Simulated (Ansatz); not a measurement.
CH5AlF2Si (`[CH3][Al]([F])[SiH2]F`), relaxed with RKS PBE-D4/def2-SVP in Ansatz 0.2.0 from a rough embedded geometry. The force threshold is 0.03 eV/Å; the program also tests the step.

The species carries charge 0 and has multiplicity 1.

Start:

```xyz
10

C    -1.009    1.220    1.072
Al    0.424   -0.101    0.721
F     1.497   -0.543    2.057
Si    0.728   -1.160   -1.375
F    -0.473   -0.485   -2.459
H    -1.700    0.869    1.782
H    -0.551    2.181    1.337
H    -1.560    1.344    0.065
H     2.090   -0.781   -1.915
H     0.554   -2.542   -1.283
```

Problem. By how much does the energy fall, and how many steps does the optimiser take? (Best estimate.)

Solution. Computed: 50.21 kJ/mol, in 6 steps, 1 of them rejected.

Problem. Which bonds change most? (Estimate.)

Solution. Ansatz gave: Si4–H10 from 1.396 to 1.510 Å; Si4–F5 from 1.753 to 1.655 Å; Al2–Si4 from 2.368 to 2.464 Å; Al2–F3 from 1.770 to 1.690 Å.

Problem. Give the relaxed structure. (An estimate is asked.)

Solution. Ansatz gave: 
```xyz
10

C    -1.032    1.267    1.091
Al    0.356   -0.054    0.718
F     1.387   -0.504    1.978
Si    0.783   -1.171   -1.437
F    -0.345   -0.591   -2.500
H    -1.687    0.919    1.918
H    -0.581    2.227    1.423
H    -1.669    1.473    0.207
H     2.151   -0.893   -2.015
H     0.638   -2.674   -1.383
```
